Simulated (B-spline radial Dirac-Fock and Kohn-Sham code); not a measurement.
## Ionisation of each subshell: Dy³⁹⁺

System: dysprosium as Dy³⁹⁺, configuration 1s2 2s2 2p6 3s2 3p6 3d9; nuclear rms radius 5.2218 fm (A = 164).

These are calculated numbers from a radial atomic solver; the model is ΔSCF Dirac-Fock with Breit, self-energy and vacuum polarisation, finite nucleus, configuration average. The model has no electron correlation. Energies are counted from the vacuum level.

All terms are in eV, carry their sign (relaxation lowers the binding energy) and add up to the binding energy; ⟨r⟩ is the mean radius of the orbital in the initial state.

```
subshell  −ε (Koopmans)  relaxation    Breit  self-energy  vacuum polarisation  binding energy  ⟨r⟩ (bohr)
      1s        55928.3      -47.89  -156.87       -98.16                16.52         55641.9       0.021
      2s        10903.0      -17.30   -17.16       -13.51                 2.12         10857.1       0.089
   2p1/2        10444.8      -20.82   -28.16         0.24                 0.04         10396.1       0.074
   2p3/2         9637.6      -18.85   -17.86        -0.86                -0.08          9599.9       0.081
      3s         3731.3       -2.54    -3.52        -3.20                 0.48          3722.5       0.228
   3p1/2         3534.9       -3.04    -5.76        -0.03                 0.01          3526.0       0.217
   3p3/2         3354.4       -2.61    -3.52        -0.25                -0.02          3348.0       0.229
      3d         3013.7       -3.67    -2.14         0.13                -0.02          3008.0       0.205
```

For the deepest level, K (1s), the Breit terms make up -0.282 % of the binding energy, QED -0.147 % and orbital relaxation -0.086 %.

Spin-orbit splittings: 2p 796.2 eV, 3p 178.0 eV.

Going to the tabulated ground configuration of the next ion removes an electron from M4,5 (3d), computed at 3008.0 eV. NIST lists 2987 ± 4 eV as the ionisation energy of this species (theoretical), -20.97 eV from the computed value. Where a p, d or f shell is open in either ion the computed value averages over both j values and all terms, while the table refers to the lowest levels; that difference holds spin-orbit splitting (largest in heavy or highly charged ions), term energies where several electrons share open shells, and correlation, and it can reach 10 % or more.
